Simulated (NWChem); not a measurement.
System: C2H4O2Si; SMILES O=C1OC[SiH2]1

Here is an NWChem input.

```
start job
memory heap 200 mb stack 900 mb global 1100 mb
geometry units angstroms noautoz
  O      0.532373    -2.028902     0.000000
  C      0.160646    -0.888886     0.000000
  O     -1.177453    -0.506466     0.000000
  C     -1.141804     0.960861     0.000000
  Si     0.775529     0.972291     0.000000
  H     -1.652873     1.349802    -0.903838
  H     -1.652873     1.349802     0.903838
  H      1.469851     1.475684     1.232801
  H      1.469851     1.475684    -1.232801
end
basis spherical
  * library def2-svp
end
dft
  xc m06-2x
  grid fine
  iterations 150
  mulliken
end
task dft gradient
```

Parts of the log:

```
             Northwest Computational Chemistry Package (NWChem) 7.3.0
             --------------------------------------------------------

 CS  symmetry detected

                             Geometry "geometry" -> ""
                             -------------------------

 Output coordinates in angstroms (scale by  1.889725989 to convert to a.u.)

  No.       Tag          Charge          X              Y              Z
 ---- ---------------- ---------- -------------- -------------- --------------
    1 O                    8.0000     0.48194650    -2.03197017     0.00000000
    2 C                    6.0000     0.14560102    -0.88101875     0.00000000
    3 O                    8.0000    -1.18005050    -0.45745999     0.00000000
    4 C                    6.0000    -1.09910674     1.00806636     0.00000000
    5 Si                  14.0000     0.81766482     0.96028274     0.00000000
    6 H                    1.0000    -1.59792131     1.41260393    -0.90383800
    7 H                    1.0000    -1.59792131     1.41260393     0.90383800
    8 H                    1.0000     1.52720071     1.44199467     1.23280100
    9 H                    1.0000     1.52720071     1.44199467    -1.23280100

 Effective nuclear repulsion energy (a.u.)     216.5452837553

      Symmetry information
      --------------------

 Group name             Cs
 Group number              2
 Group order               2
 No. of unique centers     7

                                 NWChem DFT Module
                                 -----------------

 Summary of "ao basis" -> "ao basis" (spherical)
 ------------------------------------------------------------------------------
       Tag                 Description            Shells   Functions and Types
 ---------------- ------------------------------  ------  ---------------------
 O                          def2-svp                 6       14   3s2p1d
 C                          def2-svp                 6       14   3s2p1d
 Si                         def2-svp                 8       18   4s3p1d
 H                          def2-svp                 3        5   2s1p

      Symmetry analysis of basis
      --------------------------

        a'         63
        a"         31

            General Information
            -------------------
          SCF calculation type: DFT
          Wavefunction type:  closed shell.
          No. of atoms     :     9
          No. of electrons :    46
           Alpha electrons :    23
            Beta electrons :    23
          Charge           :     0
          Spin multiplicity:     1
          Use of symmetry is: on ; symmetry adaption is: on
          Maximum number of iterations: 150
          AO basis - number of functions:    94
                     number of shells:    44
          Convergence on energy requested:  1.00D-06
          Convergence on density requested:  1.00D-05
          Convergence on gradient requested:  5.00D-04

              XC Information
              --------------
                       M06-2X Method XC Functional
                     Hartree-Fock (Exact) Exchange  0.540
                        M06-2X Exchange Functional  1.000
                      M06-2X Correlation Potential  1.000

             Grid Information
             ----------------
          Grid used for XC integration:  fine
          Radial quadrature: Mura-Knowles
          Angular quadrature: Lebedev.
          Tag              B.-S. Rad. Rad. Pts. Rad. Cut. Ang. Pts.
          ---              ---------- --------- --------- ---------
          O                   0.60       70          11.0       590
          C                   0.70       70          10.0       590
          Si                  1.10      123           9.0       770
          H                   0.35       60          11.0       590
          Grid pruning is: on
          Number of quadrature shells:   523
          Spatial weights used:  Erf1

      Superposition of Atomic Density Guess
      -------------------------------------

 Sum of atomic energies:        -515.36758917

      Non-variational initial energy
      ------------------------------

 Total energy =    -517.491078
 1-e energy   =   -1140.170693
 2-e energy   =     406.134331
 HOMO         =      -0.316396
 LUMO         =      -0.004301

      Symmetry analysis of molecular orbitals - initial
      -------------------------------------------------

  Numbering of irreducible representations:

     1 a'          2 a"

  Orbital symmetries:

     1 a'          2 a'          3 a'          4 a'          5 a'
     6 a'          7 a'          8 a"          9 a'         10 a'
    11 a'         12 a'         13 a'         14 a'         15 a'
    16 a"         17 a'         18 a"         19 a'         20 a"
    21 a"         22 a'         23 a'         24 a"         25 a'
    26 a'         27 a'         28 a'         29 a"         30 a'
    31 a"         32 a'         33 a'

     ---------------------------------------------
      Total Density - Mulliken Population Analysis
     ---------------------------------------------

    Atom       Charge   Shell Charges
 -----------   ------   -------------------------------------------------------
    1 O    8     8.71   1.99  1.14  0.66  3.07  1.84  0.01
    2 C    6     5.30   1.99  0.93  0.34  1.43  0.51  0.11
    3 O    8     8.57   1.99  1.11  0.70  2.90  1.87  0.01
    4 C    6     6.05   1.99  0.95  0.30  1.82  0.95  0.04
    5 Si  14    13.45   2.00  1.99  1.02  0.27  5.94  1.09  1.00  0.14
    6 H    1     0.90   0.68  0.20  0.02
    7 H    1     0.90   0.68  0.20  0.02
    8 H    1     1.06   0.68  0.36  0.01
    9 H    1     1.06   0.68  0.36  0.01

   convergence    iter        energy       DeltaE   RMS-Dens  Diis-err
 ---------------- ----- ----------------- --------- --------- ---------
 d= 0,ls=0.0,diis     1   -518.0125416282 -7.35D+02  1.45D-02  1.02D+00
 d= 0,ls=0.0,diis     2   -517.8968213154  1.16D-01  8.77D-03  2.60D+00
 d= 0,ls=0.0,diis     3   -518.1410566432 -2.44D-01  1.73D-03  3.33D-02
 d= 0,ls=0.0,diis     4   -518.1429368225 -1.88D-03  7.24D-04  1.87D-02
 d= 0,ls=0.0,diis     5   -518.1441873808 -1.25D-03  2.57D-04  3.75D-04
  Resetting Diis
 d= 0,ls=0.0,diis     6   -518.1442394727 -5.21D-05  8.86D-05  4.44D-05
 d= 0,ls=0.0,diis     7   -518.1442469965 -7.52D-06  3.40D-05  3.13D-06
 d= 0,ls=0.0,diis     8   -518.1442474197 -4.23D-07  1.18D-05  2.53D-06
 d= 0,ls=0.0,diis     9   -518.1442477148 -2.95D-07  5.64D-06  3.26D-07

         Total DFT energy =     -518.144247714805
      One electron energy =    -1142.773846554396
           Coulomb energy =      458.323735363768
    Exchange-Corr. energy =      -50.239420279495
 Nuclear repulsion energy =      216.545283755318

 Numeric. integr. density =       46.000001284319

                  Occupations of the irreducible representations
                  ----------------------------------------------

                     irrep           alpha         beta
                     --------     --------     --------
                     a'               18.0         18.0
                     a"                5.0          5.0

                       DFT Final Molecular Orbital Analysis
                       ------------------------------------

 Vector   21  Occ=2.000000D+00  E=-3.839598D-01  Symmetry=a'
              MO Center= -4.4D-01,  6.9D-01,  6.4D-15, r^2= 2.7D+00
   Bfn.  Coefficient  Atom+Function         Bfn.  Coefficient  Atom+Function
  ----- ------------  ---------------      ----- ------------  ---------------
    46      0.393061  4 C  px                64     -0.259714  5 Si px
    49      0.228251  4 C  px                32     -0.213810  3 O  px
    33     -0.200524  3 O  py                67     -0.169825  5 Si px
    45      0.163391  4 C  s                 36     -0.158045  3 O  py
    35     -0.153805  3 O  px                61      0.139817  5 Si px

 Vector   22  Occ=2.000000D+00  E=-3.703391D-01  Symmetry=a"
              MO Center= -6.8D-01, -5.7D-01, -2.7D-16, r^2= 2.7D+00
   Bfn.  Coefficient  Atom+Function         Bfn.  Coefficient  Atom+Function
  ----- ------------  ---------------      ----- ------------  ---------------
    34      0.482665  3 O  pz                37      0.378888  3 O  pz
     6     -0.346210  1 O  pz                 9     -0.259524  1 O  pz
    48     -0.177271  4 C  pz                75      0.177477  6 H  s
    80     -0.177477  7 H  s                 76      0.108798  6 H  s
    81     -0.108798  7 H  s                 20     -0.067661  2 C  pz

 Vector   23  Occ=2.000000D+00  E=-3.293555D-01  Symmetry=a'
              MO Center=  2.6D-01, -9.3D-01,  5.7D-17, r^2= 2.7D+00
   Bfn.  Coefficient  Atom+Function         Bfn.  Coefficient  Atom+Function
  ----- ------------  ---------------      ----- ------------  ---------------
     4      0.423625  1 O  px                 7      0.316401  1 O  px
    32      0.295962  3 O  px                35      0.252885  3 O  px
    65      0.227333  5 Si py                17     -0.221608  2 C  s
     5      0.198654  1 O  py                68      0.181492  5 Si py
    59     -0.167388  5 Si s                 19     -0.152941  2 C  py

 Vector   24  Occ=0.000000D+00  E= 8.528560D-03  Symmetry=a"
              MO Center=  3.8D-01, -3.7D-01, -7.6D-15, r^2= 3.3D+00
   Bfn.  Coefficient  Atom+Function         Bfn.  Coefficient  Atom+Function
  ----- ------------  ---------------      ----- ------------  ---------------
    69      0.763953  5 Si pz                86     -0.559673  8 H  s
    91      0.559673  9 H  s                 20      0.375780  2 C  pz
    23      0.355766  2 C  pz                 9     -0.343647  1 O  pz
     6     -0.318356  1 O  pz                37     -0.227056  3 O  pz
    34     -0.224420  3 O  pz                71     -0.126522  5 Si d -1

 Vector   25  Occ=0.000000D+00  E= 1.351061D-02  Symmetry=a'
              MO Center=  8.7D-01,  1.1D+00, -1.8D-15, r^2= 3.4D+00
   Bfn.  Coefficient  Atom+Function         Bfn.  Coefficient  Atom+Function
  ----- ------------  ---------------      ----- ------------  ---------------
    68     -0.938690  5 Si py                45      0.900283  4 C  s
    17     -0.679316  2 C  s                 67      0.653686  5 Si px
    49      0.341343  4 C  px                22     -0.331266  2 C  py
    65     -0.184231  5 Si py                19     -0.165704  2 C  py
    76     -0.162045  6 H  s                 81     -0.162045  7 H  s

 Vector   26  Occ=0.000000D+00  E= 6.228765D-02  Symmetry=a'
              MO Center=  6.8D-01,  1.2D+00,  8.6D-15, r^2= 4.6D+00
   Bfn.  Coefficient  Atom+Function         Bfn.  Coefficient  Atom+Function
  ----- ------------  ---------------      ----- ------------  ---------------
    67      1.361223  5 Si px                45      1.186740  4 C  s
    68      0.963193  5 Si py                86     -0.846704  8 H  s
    91     -0.846704  9 H  s                 17      0.588218  2 C  s
    76     -0.445488  6 H  s                 81     -0.445488  7 H  s
    22      0.402579  2 C  py                59      0.399087  5 Si s

     ---------------------------------------------
      Total Density - Mulliken Population Analysis
     ---------------------------------------------

    Atom       Charge   Shell Charges
 -----------   ------   -------------------------------------------------------
    1 O    8     8.22   1.99  1.10  0.66  2.81  1.63  0.02
    2 C    6     5.88   1.99  0.94  0.30  1.90  0.63  0.12
    3 O    8     8.36   1.99  1.09  0.72  2.82  1.72  0.02
    4 C    6     6.09   1.99  0.89  0.28  2.02  0.86  0.04
    5 Si  14    13.56   2.00  1.98  1.05  0.23  5.93  1.29  0.90  0.19
    6 H    1     0.91   0.73  0.15  0.02
    7 H    1     0.91   0.73  0.15  0.02
    8 H    1     1.04   0.72  0.31  0.01
    9 H    1     1.04   0.72  0.31  0.01

     -------------------------------------------
      Total Density - Lowdin Population Analysis
     -------------------------------------------

    Atom       Charge   Shell Charges
 -----------   ------   -------------------------------------------------------
    1 O    8     8.15   1.98  0.93  0.65  2.67  1.89  0.03
    2 C    6     6.01   1.97  0.64  0.36  1.73  1.05  0.26
    3 O    8     8.16   1.97  0.94  0.60  2.70  1.92  0.03
    4 C    6     6.08   1.96  0.61  0.35  1.83  1.24  0.10
    5 Si  14    13.51   2.00  1.93  0.67  0.35  5.82  1.31  1.13  0.29
    6 H    1     0.97   0.64  0.26  0.07
    7 H    1     0.97   0.64  0.26  0.07
    8 H    1     1.08   0.63  0.42  0.02
    9 H    1     1.08   0.63  0.42  0.02

     Multipole analysis of the density
     ---------------------------------

     L   x y z        total         alpha         beta         nuclear
     -   - - -        -----         -----         ----         -------
     0   0 0 0      0.000000    -23.000000    -23.000000     46.000000

     1   1 0 0      0.223703      0.111852      0.111852     -0.000000
     1   0 1 0      1.748430      0.874215      0.874215      0.000000
     1   0 0 1      0.000000      0.000000      0.000000      0.000000

     2   2 0 0    -27.193405    -84.134497    -84.134497    141.075589
     2   1 1 0     -0.314116     -0.066574     -0.066574     -0.180968
     2   1 0 1     -0.000000     -0.000000     -0.000000      0.000000
     2   0 2 0    -30.215001   -133.879900   -133.879900    237.544799
     2   0 1 1      0.000000      0.000000      0.000000      0.000000
     2   0 0 2    -26.318841    -21.504003    -21.504003     16.689165

            General Information
            -------------------
          SCF calculation type: DFT
          Wavefunction type:  closed shell.
          No. of atoms     :     9
          No. of electrons :    46
           Alpha electrons :    23
            Beta electrons :    23
          Charge           :     0
          Spin multiplicity:     1
          Use of symmetry is: on ; symmetry adaption is: on
          Maximum number of iterations: 150
          AO basis - number of functions:    94
                     number of shells:    44
          Convergence on energy requested:  1.00D-06
          Convergence on density requested:  1.00D-05
          Convergence on gradient requested:  5.00D-04

              XC Information
              --------------
                       M06-2X Method XC Functional
                     Hartree-Fock (Exact) Exchange  0.540
                        M06-2X Exchange Functional  1.000
                      M06-2X Correlation Potential  1.000

[...]

                         DFT ENERGY GRADIENTS

    atom               coordinates                        gradient
                 x          y          z           x          y          z
   1 O       0.910747  -3.839867   0.000000    0.009162  -0.030190   0.000000
   2 C       0.275146  -1.664884   0.000000    0.003906   0.020564   0.000000
   3 O      -2.229972  -0.864474   0.000000   -0.016102  -0.007419   0.000000
   4 C      -2.077011   1.904969   0.000000    0.004130   0.006491   0.000000
   5 Si      1.545162   1.814671   0.000000   -0.001287  -0.000842   0.000000
   6 H      -3.019633   2.669434  -1.708006   -0.003198   0.002906  -0.005437
   7 H      -3.019633   2.669434   1.708006   -0.003198   0.002906   0.005437
   8 H       2.885991   2.724975   2.329656    0.003293   0.002792   0.005528
   9 H       2.885991   2.724975  -2.329656    0.003293   0.002792  -0.005528
```

Level: M06-2X/def2-SVP. All runs use the structure optimised with PBE-D3(BJ)/def2-SVP.
